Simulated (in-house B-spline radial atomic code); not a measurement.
Radial electron density of the arsenic ion As³⁺, [Ar] (3d3/2)3 (3d5/2)6 4s2 (7g9/2)1. Method: Dirac-Hartree-Fock, average of the jj configuration, Fermi nucleus of rms radius 4.0968 fm. Calculated with an all-electron radial atomic-structure program (B-spline basis).

Columns: r (bohr), 4πr²n(r) (electrons per bohr), bar.

```
 0.00204    1.348 #
 0.00261    2.095 ##
 0.00332    3.189 ###
 0.00424    4.826 #####
  0.0054    7.149 #######
 0.00689     10.4 ##########
 0.00878     14.7 ##############
  0.0112    20.12 ###################
  0.0143     26.4 #########################
  0.0182    32.71 ###############################
  0.0232    37.99 ####################################
  0.0296    40.75 ######################################
  0.0378    40.03 ######################################
  0.0482    36.59 ##################################
  0.0614    33.38 ###############################
  0.0783    34.18 ################################
  0.0998    40.11 ######################################
   0.127    46.67 ############################################
   0.162    46.46 ############################################
   0.207    37.01 ###################################
   0.264    26.49 #########################
   0.337    24.58 #######################
   0.429    29.21 ############################
   0.547    29.55 ############################
   0.698    21.44 ####################
    0.89    11.24 ###########
    1.13    5.055 #####
    1.45    2.545 ##
    1.85    1.399 #
    2.35   0.5589 #
       3   0.1334 
    3.83  0.04724 
    4.88  0.03829 
    6.22 0.004417 
    7.93  0.02387 
    10.1  0.04738 
    12.9 0.002001 
    16.4  0.09547 
      21  0.06059 
    26.7  0.00538 
    34.1 5.689e-05 
    43.5 5.169e-08 
    55.5 2.023e-12
```

On this grid the curve has 5 maxima, near 0.0296, 0.127, 0.547, 10.1, 16.4 bohr.

The 3d5/2 radial function P(r) = rR(r), positive near the nucleus, with its small component Q(r) (sign convention: Q ≈ (P' + κP/r)/2c):

```json
{"r (bohr)": "0.0143", "P": "0.001339", "Q": "-5.209e-05"}
{"r (bohr)": "0.0232", "P": "0.005182", "Q": "-0.0001977"}
{"r (bohr)": "0.0378", "P": "0.01921", "Q": "-0.0007116"}
{"r (bohr)": "0.0614", "P": "0.06487", "Q": "-0.002306"}
{"r (bohr)": "0.0998", "P": "0.1931", "Q": "-0.006478"}
{"r (bohr)": "0.162", "P": "0.4765", "Q": "-0.0147"}
{"r (bohr)": "0.264", "P": "0.913", "Q": "-0.02513"}
{"r (bohr)": "0.429", "P": "1.23", "Q": "-0.02938"}
{"r (bohr)": "0.698", "P": "1.066", "Q": "-0.02124"}
{"r (bohr)": "1.13", "P": "0.5387", "Q": "-0.008864"}
{"r (bohr)": "1.85", "P": "0.1219", "Q": "-0.001704"}
{"r (bohr)": "3", "P": "0.008325", "Q": "-0.0001041"}
```
